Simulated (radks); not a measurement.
Results of a calculation; reference values are marked as such.
Tc III, 41 electrons, occupied as [Kr] 4d5. Code: a radial shooting solver on a logarithmic mesh with Libxc functionals. Model: Dirac Kohn-Sham, PBE, spin-unpolarised, spherical densities, finite nucleus; open shells fill j = l - 1/2 first; Fermi nuclear charge, rms radius 4.4112 fm.

Normalised radial functions P(r) = r R(r) (large component), r in bohr:

r	4p3/2
0.003954	0.0054
0.005899	0.0115
0.008871	0.0241
0.01323	0.0482
0.0199	0.0934
0.02969	0.1658
0.04464	0.2651
0.0666	0.3475
0.1002	0.3130
0.1494	0.0490
0.2247	-0.3813
0.3352	-0.5371
0.5041	-0.0204
0.752	0.7815
1.131	1.0264
1.687	0.5982
2.537	0.1615
3.785	0.0177
5.692	0.0005

4p3/2: eigenvalue -60.529 eV, 2 radial nodes at r = 0.157, 0.509 bohr, <r> = 1.18 bohr, 90 % of the charge inside 1.75 bohr.
